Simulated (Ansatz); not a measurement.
The cluster B₆H⁺. Charge 1, multiplicity 1. Geometry relaxed at PBE0-D4/def2-SVP.

Cartesian coordinates in Å:
```
B 1.8089 0.1898 0.2318
B -1.0671 0.2775 -0.5660
B 0.3231 0.9365 -0.9708
B -1.3795 -0.7987 0.5547
B 1.8571 1.2549 -0.9259
B 0.3287 -0.2805 0.3688
H -1.8713 -1.5796 1.3074
```

The restricted singlet is unstable towards broken spin symmetry in Hartree–Fock (as tested in another run); at PBE0-D4/def2-SVP this wasn't settled. The structure comes from a short search, and lower isomers may exist.

(1) Estimate the harmonic wavenumbers at RKS PBE0-D4/def2-SVP (Ansatz, unscaled). Is this a minimum?

Answers

(1) 160, 221, 242, 369, 467, 531, 615, 701, 740, 830, 1094, 1139, 1361, 1440, 2803 cm⁻¹. Yes, no mode is imaginary beyond noise. Zero-point energy 76.0 kJ/mol. It took 25 s on 4 threads of Arm Neoverse V2 on a shared host.
